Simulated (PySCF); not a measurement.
Correlation energy of Sb (antimony, neutral)

[Kr] 4d10 5s1 5p3 6s1, high-spin 6S determinant (an excited configuration). All numbers are calculated (PySCF 2.14, scalar relativity through the core potential, in aug-cc-pVTZ-PP with ECP28MDF (6s5p4d2f, 55 functions)). Frozen: 4s2 4p6 4d10; 5 electrons correlated.

```json
{"level": "CCSD", "correlation energy (mhartree)": "-31.07"}
{"level": "(T)", "correlation energy (mhartree)": "-0.68"}
{"level": "CCSD(T)", "correlation energy (mhartree)": "-31.75"}
```

Diagnostics: T1 = 0.010, D1 = 0.0312, largest double amplitude 0.026.

The outer electron is Rydberg-like, and this basis confines it to a smaller radius and binds it less than a complete one would.

Cost of the coupled-cluster step: roughly 1.6 core-seconds, for 5 correlated electrons.
